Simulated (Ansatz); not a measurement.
ethenyl(ethynyl)silane (C₄H₆Si), SMILES C#C[SiH2]C=C.

Geometry optimised at PBE0-D3(BJ)/def2-SVP. One conformer was computed; it need not be the lowest.

Two levels are set side by side: PBE/def2-SVPD (Ansatz, an electronic-structure program) and PBE0/def2-SVPD (Ansatz). Energy differences of separate SCF runs at the same geometry; the states with an electron removed or added have multiplicity 2 and 2. Differences are taken from unrounded values.

```csv
quantity,PBE
vertical ionisation energy (eV),9.59
vertical singlet–triplet gap (eV),4.30
```

### Question
These are the PBE values. What does PBE0 give? (Estimate from the structure and the level; the computed values follow.)

### Answer

| quantity | PBE0 | PBE minus PBE0 |
|---|---|---|
| vertical ionisation energy (eV) | 9.92 | -0.33 |
| vertical singlet–triplet gap (eV) | 4.13 | 0.17 |
